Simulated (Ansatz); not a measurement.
`[F][Ga]([SiH3])[Cl]` + `[NH2][Al]([OH])[SH]` → `[NH2][Al]([SH])[O][SiH3]` + `[F][GaH][Cl]`  (cleavage of the Si–Ga bond)

Program: Ansatz. Geometries: PBE0-D4/def2-TZVP. ΔE: electronic, gas phase. CCSD(T)/CBS is the MP2 limit (def2-TZVPP, def2-QZVPP) plus CCSD(T) − MP2 in def2-TZVPP, frozen cores. For Ga outer-core shells are correlated without core-valence functions, which leaves a few kJ/mol of doubt a bond. Scalar relativity is left out up to krypton. Each species was taken in one conformer, which may not be the lowest.

```csv
species,MP2/def2-QZVPP energy (Eh)
`[F][Ga]([SiH3])[Cl]`,-2774.19747
`[NH2][Al]([OH])[SH]`,-772.12047
`[NH2][Al]([SH])[O][SiH3]`,-1062.41240
`[F][GaH][Cl]`,-2483.93957
```

Task: Work out ΔE.

Result: ΔE = (-1062.41240) + (-2483.93957) − (-2774.19747) − (-772.12047) = -0.03403 Eh = -89.3 kJ/mol. CCSD(T)/CBS gives -81.6 kJ/mol.

Largest T1 diagnostic among the species: 0.013.

Leaving LDA and LC-ωPBE aside and taking each functional with its dispersion term where it has one, the values, not all of them listed here, spread over 34.3 kJ/mol, from BHLYP-D4 to PBE-D4. LDA lies −5.1 kJ/mol from PBE without D4. From BLYP to BHLYP (50 % exact exchange), in def2-TZVPP and without D4, ΔE moves by −21.4 kJ/mol. In def2-TZVPP, CCSD(T) changes the Hartree–Fock value by +26.3 kJ/mol (the triples alone add +3.4 kJ/mol) and MP2 by +21.0 kJ/mol.
